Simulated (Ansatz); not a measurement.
Reaction (formal loss of a carbene): `FC(F)C(F)C(F)(F)F` → `F[C]F` + `FCC(F)(F)F`

Gas-phase electronic energies from Ansatz, PBE0-D4/def2-TZVP geometries. CCSD(T)/CBS adds triple-zeta CCSD(T) − MP2 to the extrapolated MP2 energy (def2 sets, frozen cores). This one scheme is used for every species. Functionals use def2-TZVPP. One conformer a species, not always the lowest.

`FC(F)C(F)C(F)(F)F`:

Cartesian coordinates in Å:
```
F 0.107 -1.704 1.698
C -0.256 -1.158 0.516
F 0.173 -1.970 -0.467
C 0.389 0.216 0.405
F 1.741 0.093 0.324
C -0.108 1.015 -0.796
F 0.419 2.237 -0.785
F -1.440 1.137 -0.722
F 0.195 0.445 -1.954
H -1.349 -1.097 0.479
H 0.129 0.786 1.302
```

`F[C]F`:

Cartesian coordinates in Å:
```
F 0.269 -0.959 0.363
C -0.517 -0.036 -0.096
F 0.249 0.995 -0.267
```

`FCC(F)(F)F`:

Cartesian coordinates in Å:
```
F 0.952 -0.705 1.323
C -0.084 -0.654 0.437
C 0.037 0.587 -0.423
F 1.170 0.596 -1.125
F -0.987 0.619 -1.284
F 0.000 1.701 0.307
H -0.057 -1.532 -0.213
H -1.031 -0.612 0.978
```

```csv
level,ΔE (eV),difference from CCSD(T)/CBS
B97M-V,2.40,-0.02
r2SCANh-D4,2.60,0.18
ωB97M-V,2.39,-0.03
B2PLYP,2.34,-0.08
revPBE,2.11,-0.31
BLYP,2.03,-0.39
r2SCAN,2.54,0.12
CCSD(T)/def2-SVP,2.46,0.04
CCSD/def2-TZVPP,2.37,-0.05
SCS-MP2/def2-QZVPP,2.45,0.03
CCSD(T)/CBS,2.42,0
```

What do rigid-rotor, harmonic-oscillator terms from PBE0-D4/def2-TZVP frequencies (298.15 K, 1 bar) make of the CCSD(T)/CBS value? (An estimate is asked.)

Ansatz gave: ΔZPE = -0.17 eV, ΔH = +2.29 eV, ΔS = 175 J/(mol·K), ΔG = +1.75 eV. Modes under 50 cm⁻¹ make the entropy rough.

Largest T1 diagnostic among the species: 0.017.

From r2SCAN to r2SCAN0 (25 % exact exchange), in def2-TZVPP and without D4, ΔE moves by +0.08 eV. In def2-TZVPP, CCSD(T) changes the Hartree–Fock value by +0.32 eV (the triples alone add +0.00 eV) and MP2 by +0.51 eV. Leaving LDA and LC-ωPBE aside and taking each functional with its dispersion term where it has one, the values, not all of them listed here, spread over 0.43 eV, from BLYP-D4 to r2SCAN0-D4. LDA lies +0.62 eV from PBE without D4.
